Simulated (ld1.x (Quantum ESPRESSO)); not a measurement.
**Transferability test, TM potential for carbon (C)**

- Element: carbon (C)
- Generator: ld1.x (Quantum ESPRESSO) 7.5
- Type: norm-conserving Troullier–Martins (Kleinman–Bylander form)
- Functional: PBE
- Relativity: non-relativistic
- Frozen core: [He]
- Valence charge: 4
- Reference configuration: 2s2 2p2
- Partial waves: 2p (bound): rc 1.60 bohr; 3d channel at 0.4 Ry: rc 1.40 bohr; 2s (bound): rc 0.75 bohr
- Local potential: the s channel
- Core correction: none

Energies are relative to the spin-unpolarised reference configuration 2s2 2p2; without spin polarisation the order of configurations can differ from experiment.

```csv
valence configuration,charge,ΔE all-electron (eV),error AE − PS (meV)
2s2 2p0,+2,35.025,+234
2s1 2p3,0,8.463,+24
2s1 2p2,+1,19.602,-1.5
2s0 2p4,0,16.945,+121
2s2 2p1.5,+0.5,3.965,+2.5
```

Task: What are ΔE and the potential's error for 2s1 2p0?

Result: ΔE = 83.198 eV all-electron; the error (AE − PS) is +433 meV.

Task: What are ΔE and the potential's error for 2s2 2p1?

Result: ΔE = 10.865 eV all-electron; the error (AE − PS) is +19 meV.
